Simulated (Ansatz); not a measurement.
One change: `[BH2][AlH][O][SiH3]` becomes `C[SiH2][AlH][O][SiH3]`.

Ansatz, PBE0-D4/def2-TZVP geometries, multiplicity 1. Each molecule was computed in one conformer, which needn't be the lowest.

```tsv
property	`[BH2][AlH][O][SiH3]`
LUMO energy (B3LYP/def2-TZVPP) / eV	-2.69
size of the dipole moment (ωB97M-V/def2-TZVPP) / D	0.82
HOMO energy (ωB97M-V/def2-TZVPP) / eV	-9.62
HOMO–LUMO gap (B3LYP/def2-TZVPP) / eV	4.60
HOMO–LUMO gap (ωB97M-V/def2-TZVPP) / eV	9.06
size of the dipole moment (PBE/def2-TZVPP) / D	0.80
```

(1) Give the same properties after the change, and the shifts. (Best estimate.)

## Answers

(1) Computed: 
```json
{"property": "LUMO energy (B3LYP/def2-TZVPP) / eV", "`C[SiH2][AlH][O][SiH3]`": "-1.65", "shift": "1.04"}
{"property": "size of the dipole moment (ωB97M-V/def2-TZVPP) / D", "`C[SiH2][AlH][O][SiH3]`": "0.70", "shift": "-0.12"}
{"property": "HOMO energy (ωB97M-V/def2-TZVPP) / eV", "`C[SiH2][AlH][O][SiH3]`": "-9.28", "shift": "0.34"}
{"property": "HOMO–LUMO gap (B3LYP/def2-TZVPP) / eV", "`C[SiH2][AlH][O][SiH3]`": "5.43", "shift": "0.83"}
{"property": "HOMO–LUMO gap (ωB97M-V/def2-TZVPP) / eV", "`C[SiH2][AlH][O][SiH3]`": "9.43", "shift": "0.37"}
{"property": "size of the dipole moment (PBE/def2-TZVPP) / D", "`C[SiH2][AlH][O][SiH3]`": "0.80", "shift": "0.00"}
```

With PBE0 the HOMO rises by 0.21 eV and the LUMO rises by 1.04 eV, so the gap widens by about 0.83 eV. PBE moves the HOMO by 0.13 eV and ωB97M-V by 0.34 eV. Dipoles are sizes alone; their direction can turn.

B3LYP here is the variant with VWN-RPA as its local correlation; programs differ in this.
